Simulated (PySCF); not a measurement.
Consider tetrafluorogermane, `[F][Ge]([F])([F])[F]` (F4Ge). Optimised structure (Å), atoms numbered from 1:
```
F     1.2926   -1.1007   -0.1072
Ge    0.0039    0.0008   -0.0074
F     0.6154    1.5845   -0.0416
F    -1.0456   -0.2314   -1.3222
F    -0.8455   -0.2476    1.4420
```

These are calculated values, ωB97X-D3(BJ)/ma-def2-TZVP in PySCF (grid level 2) at geometries from PBE0-D3(BJ)/def2-SVP. ωB97X-D3(BJ) is ωB97X-V with D3(BJ) in place of VV10. Thermal corrections: PBE0-D3(BJ)/def2-SVP frequencies, unscaled, ideal gas at 298.15 K and 1 bar, quasi-RRHO entropy.

**Question.** What are the vertical and the adiabatic ionisation energy for forming the radical cation?

**Answer.** 15.86 eV vertical and 14.84 eV adiabatic, the latter with zero-point energy.

**Question.** Where does the unpaired spin of the relaxed radical cation sit?

**Answer.** F4 (fluorine) 0.52, F5 (fluorine) 0.52 (intrinsic atomic orbital populations). This structure is symmetry-broken (see the note below).

**Question.** What oxidation potential follows in water (IEF-PCM), given that Fc+/Fc comes at 4.52 V absolute with this functional and basis?

**Answer.** In the gas phase ΔG of oxidation is 14.757 eV, and solvation is -9.2 kJ/mol for the parent and -266.0 kJ/mol for the product, so the absolute potential is 12.10 V, or 7.58 V against Fc+/Fc. Fc+/Fc in water, 4.52 V, is ωB97X-D3(BJ)/ma-def2-TZVP on PBE0-D3(BJ)/def2-SVP structures with GFN2-xTB thermal terms. Benchmark calculations put it near 5.0 V in acetonitrile and DMSO, so it is about 0.5 V low, and the value against it can read up to that much too high. The solvent is electrostatics only, on gas-phase structures; the absolute scale refers to an electron at rest in vacuum.

**Question.** How far is −ε(HOMO) from the vertical value by ΔSCF?

**Answer.** −ε(HOMO) = 15.41 eV, which is 0.46 eV below the ΔSCF value.

Note: spin-orbit coupling is left out of the energies, which matters for open shells on the heavier atoms; atoms from Ga to Kr are treated without relativity; F1 and F4 are equivalent in the parent, but the relaxed radical cation is symmetry-broken (Td to C2v), as a Jahn-Teller-type distortion or an artefact of the method; its spin populations, distances and adiabatic value belong to that structure.

Differences come from unrounded values, so a last digit can differ from that of the printed terms.
